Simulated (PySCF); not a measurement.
Isomers of C5H14Si3. Computed with TDDFT B3LYP/def2-SVPD, vertical, gas phase, core orbitals frozen in the response (PySCF). Geometries: PBE0-D3(BJ)/def2-SVP; one conformer of each isolated species. Triplets are in the Tamm–Dancoff approximation. 'Strongest' means the level of largest summed f among the lowest 10 singlets; it needn't be the same kind of state in each.

Problem. Rank by computed lowest singlet excitation energy, highest first.
A. `C=C[Si]([SiH3])([SiH3])C1CC1`
B. `CC#C[SiH2][C@@H]([SiH3])[SiH2]C`
C. `C=C[SiH]1C[SiH2]C[SiH2]C1`
D. `C=CC(=C)C[SiH2][SiH2][SiH3]`
E. `C=CC1[SiH2]C[SiH2]C[SiH2]1`

Solution. C (6.18 eV), E (6.00 eV), B (5.82 eV), A (5.52 eV), D (5.30 eV).

| SMILES | S1 (eV) | LUMO (eV) | first f ≥ 0.01 (nm) | f (strongest) | α (au) | strongest (eV) | S1 mainly |
| --- | --- | --- | --- | --- | --- | --- | --- |
| C=C[SiH]1C[SiH2]C[SiH2]C1 | 6.18 | -0.65 | 201 | 0.21 | 137.5 | 6.86 | H-1→L (56%) |
| C=CC1[SiH2]C[SiH2]C[SiH2]1 | 6.00 | -0.43 | 207 | 0.25 | 138.9 | 6.00 | H→L (90%) |
| CC#C[SiH2][C@@H]([SiH3])[SiH2]C | 5.82 | -0.27 | 208 | 0.16 | 144.1 | 6.98 | H-1→L (53%) |
| C=C[Si]([SiH3])([SiH3])C1CC1 | 5.52 | -0.87 | 224 | 0.12 | 149.1 | 6.28 | H→L (83%) |
| C=CC(=C)C[SiH2][SiH2][SiH3] | 5.30 | -1.34 | 234 | 0.25 | 151.4 | 5.30 | H→L (84%) |

H and L stand for HOMO and LUMO.
